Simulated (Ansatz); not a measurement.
`[SiH3][C@H]1B[Si@@H]1Br` + `F[CH2][AlH2]` → `F[CH2][AlH][SiH3]` + `Br[SiH]1BC1` at 500 K and 1 bar (formal exchange of groups at the Si–C bond).

Computed with Ansatz on PBE0-D4/def2-TZVP structures; ΔE is electronic, products minus reactants. CBS: MP2 limit from def2 TZ/QZ plus the TZ coupled-cluster correction, frozen cores. For Br outer-core shells are correlated without core-valence functions, which leaves a few kJ/mol of doubt a bond. Scalar relativity is left out up to krypton. Each species was taken in one conformer, which may not be the lowest.

```
                  species  CCSD(T)/CBS energy (Eh)  H − E (kJ/mol)  S (J/(mol·K))
`[SiH3][C@H]1B[Si@@H]1Br`              -3217.91955           219.1          449.0
           `F[CH2][AlH2]`               -382.22364           142.2          336.3
      `F[CH2][AlH][SiH3]`               -672.50700           205.5          433.2
            `Br[SiH]1BC1`              -2927.63016           163.4          375.6
```

H − E and S are ideal-gas, rigid-rotor, harmonic terms from PBE0-D4/def2-TZVP, for one conformer and one mirror image of each species. 1 Eh = 2625.50 kJ/mol, R = 8.31446 J/(mol·K).

**Question.** By hand: ΔE, ΔH, ΔS and ΔG.

**Answer.** ΔE = (-672.50700) + (-2927.63016) − (-3217.91955) − (-382.22364) = 0.00603 Eh = 15.8 kJ/mol. Δ(H − E) = 205.5 + 163.4 − 219.1 − 142.2 = 7.6, so ΔH = 23.4 kJ/mol. ΔS = 433.2 + 375.6 − 449.0 − 336.3 = 23.5 J/(mol·K). ΔG = 23.4 − 500 × (23.5)/1000 = 11.6 kJ/mol.

**Question.** By hand: the equilibrium constant, and the temperature at which ΔG would vanish if ΔH and ΔS stayed fixed.

**Answer.** log₁₀ K = −ΔG/(RT ln 10) = -1.2. ΔG = 0 at ΔH/ΔS = 996 K.

TΔS isn't small against ΔH here. A doubt of 5 kJ/mol in ΔE shifts log₁₀ K by 0.5 here. Other conformers and mirror images would add mixing entropy, several J/(mol·K) or more a flexible species. Modes under 60 cm⁻¹, often nearly free rotors, make the harmonic entropy too high. These are equilibria of isolated gas molecules and say nothing of rates. Largest T1 diagnostic: 0.012 (customary marks: 0.02 for closed shells, 0.045 for open ones).
